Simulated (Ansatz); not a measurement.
This geometry of C2H6FNOSi (12 atoms, charge 0, multiplicity 1) is a first-order saddle point.

The calculation used RKS CAM-B3LYP-D4/def2-SVP (Ansatz 0.2.0).

```xyz
12
Properties=species:S:1:pos:R:3
C 0.738 -1.403 1.276
O 0.317 -0.924 0.017
C -0.126 0.372 -0.033
N -0.186 1.141 0.925
Si -0.631 0.765 -1.823
F -1.133 2.306 -1.843
H 1.053 -2.443 1.132
H -0.081 -1.358 2.012
H 1.578 -0.808 1.666
H -0.219 1.751 1.710
H -1.758 -0.096 -2.261
H 0.526 0.641 -2.745
```

(1) Which two structures does it join? (They come from a converged band through this point; their orientation in space is the band's.)

(2) How far does it lie above each of them?

Results:

(1) No bond is made or broken. The dihedral Si5–C3–N4–H10 changes from 0 to -180° by way of a nearly straight angle C3–N4–H10 (up to 179°), not by a turn about the bond.

Image 0:

```xyz
12
Properties=species:S:1:pos:R:3
C 0.885 -1.448 1.262
O 0.373 -0.957 0.033
C -0.101 0.300 0.029
N -0.096 1.020 1.069
Si -0.740 0.788 -1.682
F -1.263 2.315 -1.483
H 1.220 -2.474 1.070
H 0.108 -1.435 2.041
H 1.723 -0.827 1.611
H -0.495 1.940 0.871
H -1.882 -0.059 -2.097
H 0.345 0.781 -2.689
```

Image 8:

```xyz
12
Properties=species:S:1:pos:R:3
C 0.818 -1.304 1.243
O 0.310 -0.829 0.016
C -0.170 0.440 -0.043
N -0.230 1.295 0.884
Si -0.779 0.814 -1.794
F -1.373 2.316 -1.838
H 1.148 -2.335 1.071
H 0.043 -1.301 2.028
H 1.677 -0.703 1.584
H 0.135 0.963 1.782
H -1.859 -0.135 -2.157
H 0.357 0.725 -2.743
```

(2) 1.00 eV above the first and 0.79 eV above the second. This is the barrier of this one path; another mechanism may lie lower.

Time of the run: 5.7 min on 2 threads of Arm Neoverse V2, on a shared host, peak memory 0.34 GiB.
